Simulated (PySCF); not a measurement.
# Excitation energy of Ta by level of theory

Ta [Xe] 4f14 5d3 6s2 (4F) → Ta [Xe] 4f14 5d2 6s2 6p1 (high-spin determinant), as a difference of total energies. Calculation: PySCF 2.14, in aug-cc-pVTZ-PP with one added diffuse shell each of s, p, d, f, g type with ECP60MDF (7s7p6d4f3g, 113 functions); a scalar-relativistic core potential. The calculations carry no spin-orbit coupling.

```csv
method,excitation energy (eV)
LDA,3.311
M06-2X,3.055
```

The determinant of the upper state mixes LS terms, which raises its energy above the lowest term, most at the Hartree-Fock and MP2 levels.
